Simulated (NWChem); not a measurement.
Isomers of C$_{2}$H$_{5}$FOSi, each optimised at B3LYP/6-31G* with NWChem, gas phase unless a solvent is named. Flexible species stand in one conformer each, which need not be the lowest. Pople sets run with spherical d functions. Relative energies count from the lowest isomer at each level and are electronic, without zero-point energy, on those geometries. Shieldings are non-relativistic GIAO values without spin-orbit effects.

A: CC(=O)[SiH2]F
B: C(=O)C[SiH2]F
C: [SiH](F)(O)C=C
D: [SiH2](C(=C)F)O

```json
[
 {"quantity": "relative energy, r2SCAN/def2-TZVP (kcal/mol)", "A": "34.5", "B": "29.4", "C": "0.0", "D": "54.2"},
 {"quantity": "highest harmonic frequency (cm⁻¹), B3LYP/6-31G*", "A": "3149", "B": "3110", "C": "3796", "D": "3803"},
 {"quantity": "SMD solvation free energy in toluene, B3LYP/6-31G* (kcal/mol)", "A": "-3.3", "B": "-4.0", "C": "-3.1", "D": "-2.5"},
 {"quantity": "29Si shift against tetramethylsilane, PBE0/pcSseg-1 (ppm)", "A": "-37.5", "B": "7.1", "C": "-23.3", "D": "-28.8"}
]
```
